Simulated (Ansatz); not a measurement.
AlH6NOSi, SMILES `[NH2][Al]([OH])[SiH3]`, relaxed with RKS PBE-D4/def2-SVP in Ansatz 0.2.0 from a rough embedded geometry. The force threshold is 0.03 eV/Å; the program also tests the step.

The species carries charge 0 and has multiplicity 1.

Start:

```xyz
10

N    -0.274   -0.582    1.948
Al   -0.424   -0.333    0.119
O    -1.774   -1.155   -0.761
Si    1.069    0.981   -1.087
H    -1.084   -1.147    2.321
H    -0.394    0.402    2.443
H    -1.444   -2.037   -1.067
H     1.778    0.169   -2.067
H     2.113    1.579   -0.119
H     0.433    2.123   -1.729
```

Q: By how much does the energy fall, and how many steps does the optimiser take? (Best estimate.)

A: The calculation gave: 16.58 kcal/mol, in 15 steps, 2 of them rejected.

Q: Which bonds change most? (Best estimate.)

A: Ansatz gave: Al2–Si4 from 2.326 to 2.451 Å; N1–H6 from 1.108 to 1.022 Å; Al2–O3 from 1.809 to 1.725 Å; N1–Al2 from 1.852 to 1.780 Å.

Q: Give the relaxed structure. (Best estimate.)

A: The calculation gave: 
```xyz
10

N    -0.576   -0.368    1.931
Al   -0.480   -0.472    0.156
O    -1.552   -1.615   -0.565
Si    1.087    0.974   -1.052
H    -1.209   -0.921    2.514
H    -0.008    0.251    2.513
H    -1.604   -1.784   -1.516
H     1.877    0.225   -2.099
H     2.085    1.609   -0.113
H     0.380    2.101   -1.769
```
